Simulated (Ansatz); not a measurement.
Si₇Au⁺. The state is a triplet with charge 1. Geometry PBE0-D4/def2-SVP, that of the neutral doublet.

```
atom   x (Å)   y (Å)   z (Å)
 Au1   1.932  -0.713  -0.749
 Si2  -0.425  -1.173   2.056
 Si3  -1.302   0.423   0.381
 Si4   0.223   0.978  -1.504
 Si5  -1.672  -0.492  -1.784
 Si6   0.255   2.348   0.448
 Si7   1.297   0.392   1.405
 Si8  -0.308  -1.762  -0.252
```

In the def2 sets Au takes a core potential; there is no spin–orbit coupling. At PBE0-D4/def2-TZVP a singlet of charge 1 lies 1.15 eV below the triplet at the same geometry. The structure comes from a short search, and lower isomers may exist.

**Question.** Estimate the α-spin orbital energies around the gap (eV) in Ansatz with PBE-D4/def2-TZVP, PBE0-D4/def2-TZVP, CAM-B3LYP-D4/def2-TZVP.

**Answer.** 
```csv
orbital,PBE-D4/def2-TZVP,PBE0-D4/def2-TZVP,CAM-B3LYP-D4/def2-TZVP
HOMO−5,-11.11,-11.85,-12.78
HOMO−4,-10.47,-11.43,-12.44
HOMO−3,-10.34,-11.19,-12.16
HOMO−2,-10.21,-11.03,-11.99
HOMO−1,-10.10,-10.83,-11.68
HOMO,-8.67,-9.42,-10.31
LUMO,-8.29,-7.73,-6.75
LUMO+1,-7.46,-6.74,-5.70
LUMO+2,-6.77,-6.17,-5.24
LUMO+3,-6.64,-5.96,-4.98
LUMO+4,-6.62,-5.92,-4.97
LUMO+5,-5.76,-5.04,-4.00
β HOMO,-9.94,-10.58,-11.43
β LUMO,-9.74,-9.15,-8.21
```
